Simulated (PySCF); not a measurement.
```xyz
3
charge 0 multiplicity 1, angstrom
Ge    0.0000    0.0000   -0.4119
N     0.0000    0.0000   -2.0487
Cl    0.0000    0.0000    1.6911
```

Computed with PBE0 in PySCF with Ge def2-TZVP, N def2-TZVP, Cl def2-TZVP; no relativity; density-fitted integrals.

This geometry of ClGeN is a stationary point at this level.

(1) What is the point group?

(2) Is it a minimum?

(3) List the harmonic modes with their infrared intensities.

(4) What are the dipole moment and the gap between the highest occupied and lowest empty levels?

(5) Give the atomic charges and bond orders.

## Answers

(1) C∞v.

(2) Yes: all harmonic wavenumbers are real.

(3) 
```
symmetry  ω (cm⁻¹)  IR (km/mol, summed over degenerate members)     type
       π       105                                         20.7     bend
      σ+       435                                         41.9  stretch
      σ+      1043                                         10.1  stretch
```

(4) 3.55 D and 4.46 eV.

(5) 
```tsv
atom	Mulliken	Löwdin	polar tensor	Mayer order to Ge1
Ge1	0.61	0.17	0.65	–
N2	-0.47	-0.37	-0.32	2.77
Cl3	-0.14	0.20	-0.33	1.14
```

Only a few start shapes were tried, so a lower isomer may exist.
